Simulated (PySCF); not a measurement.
Sb(Cl)3 cation (Cl₃Sb), SMILES [Cl][Sb]([Cl])[Cl] (connectivity only; charge and spin as stated), charge +1, multiplicity 2.

Coordinates come from a r2SCAN-D4/def2-SVP optimisation. The spin state was assumed, not searched. The isomer is the one that the SMILES or the coordinates give; other isomers of the formula were not compared. The def2 effective core potentials stand for the cores of Sb; spin–orbit coupling is left out.

All values below come from M06-2X/def2-TZVPD (PySCF).

The molecule is in vacuum.

### Question
Estimate the frontier levels, dipole moment and polarisability. (The exact figures need the calculation; the answer reports its results.)

### Answer

| Quantity | Result |
|---|---|
| α spin, highest occupied and lowest empty level | -15.60 and -6.93 eV |
| β spin, highest occupied and lowest empty level | -16.30 and -10.96 eV |
| dipole moment about the centre of nuclear charge | 0.348 e·Å |
| mean static polarisability | 80.1 bohr³ (11.86 Å³) |
| polarisability, principal values | 55.6, 92.3, 92.3 bohr³ |
| ⟨S²⟩ | 0.762 (pure state 0.75) |
